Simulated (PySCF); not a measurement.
H6PSi, SMILES [SiH3][PH3+], charge +1.

Geometry: B3LYP-D3(BJ)/def2-TZVP. The isomer is the one that the SMILES or the coordinates give; other isomers of the formula were not compared.

Two levels are set side by side: TDDFT-PBE/def2-SVPD (PySCF) and TDDFT-B3LYP/def2-SVPD (PySCF). Vertical, same geometry. The lowest singlet is HOMO−1→LUMO+1 50 %, HOMO→LUMO+2 50 % with PBE and HOMO−1→LUMO 89 % with the other functional; states are paired by order. Differences are taken from unrounded values.

```json
[
 {"quantity": "lowest singlet excitation (eV)", "TDDFT-B3LYP": "8.27"},
 {"quantity": "lowest triplet excitation (TDA) (eV)", "TDDFT-B3LYP": "7.68"}
]
```

Question: What does TDDFT-PBE give, and how far is it from TDDFT-B3LYP? (An estimate is asked for; the answer gives what the named calculation found.)

Answer: 
| quantity | TDDFT-PBE | TDDFT-PBE minus TDDFT-B3LYP |
|---|---|---|
| lowest singlet excitation (eV) | 7.73 | -0.55 |
| lowest triplet excitation (TDA) (eV) | 7.30 | -0.38 |

A lower first singlet is the usual sign of a functional without exact exchange. Differences between two approximate levels are no errors against the true value.

Rough cost on one machine, each run with all the roots and properties that it gave: TDDFT-B3LYP against TDDFT-PBE within a factor of 2.
